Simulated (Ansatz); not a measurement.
A nudged elastic band was laid between two geometries of CH$_{6}$BFO$_{2}$Si (12 atoms, charge 0, multiplicity 1).

Method: RKS B3LYP-D4/6-31G* in Ansatz 0.2.0.

```yaml
movable_images: 7
climbing_image: yes
spring: 5.0 eV/Å²
optimiser: quadratic models (default)
start_path: IDPP
force_threshold: 0.05 eV/Å
iteration_limit: 60
end_points: relaxed
```

Image 0:

```xyz
12
Properties=species:S:1:pos:R:3
O -0.850 0.757 1.148
B 0.087 0.113 0.406
Si 1.837 -0.458 1.266
O -0.080 -0.166 -0.944
C -1.287 -0.017 -1.605
F -1.865 1.231 -1.343
H -1.571 1.118 0.602
H 2.392 -1.685 0.628
H 2.857 0.620 1.118
H 1.672 -0.724 2.722
H -1.103 -0.072 -2.680
H -2.013 -0.773 -1.283
```

Image 8:

```xyz
12
Properties=species:S:1:pos:R:3
O -0.070 1.582 0.301
B 0.261 0.268 0.204
Si 1.893 -0.432 1.191
O -0.460 -0.636 -0.563
C -1.697 -0.341 -1.114
F -1.676 0.883 -1.793
H -0.765 1.837 -0.329
H 3.099 -0.339 0.317
H 2.169 0.358 2.422
H 1.735 -1.862 1.580
H -1.944 -1.116 -1.843
H -2.468 -0.259 -0.339
```

Question: Which bonds break or form, and what moves?

Answer: No bond is made or broken. The dihedral O4–B2–Si3–H10 goes from -152 to -31°. The two ends are copies of one structure, up to a mirror image or an exchange of like atoms.

Question: Give the energies along the band, and the barrier.

Answer: It converged. The highest image is number 2 of 0 to 8, 0.002 eV above the ends, which have the same energy within 2 meV. The top lies less than 8 meV above the higher end, about what the thresholds resolve: that end is a shoulder or a very shallow well. A vibrational analysis at the climbing image gives no mode beyond 40i cm⁻¹: the surface is too flat there to confirm a saddle point.

```
image  path coordinate (Å)  energy (eV)  dihedral O4–B2–Si3–H10 (°)
    0                 0.00        0.000                        -152
    1                 0.52        0.001                        -138
    2                 1.03        0.002                        -122
    3                 1.55        0.002                        -107
    4                 2.07        0.001                         -91
    5                 2.59        0.000                         -76
    6                 3.10        0.000                         -61
    7                 3.62       -0.001                         -46
    8                 4.14        0.000                         -31
```

Question: What is the geometry of the highest image?

Answer: 
```xyz
12
Properties=species:S:1:pos:R:3
O -0.625 1.099 0.981
B 0.146 0.179 0.346
Si 1.866 -0.445 1.229
O -0.183 -0.359 -0.890
C -1.418 -0.166 -1.489
F -1.781 1.187 -1.489
H -1.339 1.439 0.415
H 2.575 -1.474 0.417
H 2.797 0.704 1.424
H 1.599 -1.030 2.574
H -1.350 -0.485 -2.531
H -2.209 -0.704 -0.954
```

The band took 3 iterations and about 2.4 core-minutes.

Run time: 75 s on 2 threads of Arm Neoverse V2, on a shared host, peak memory 0.24 GiB.
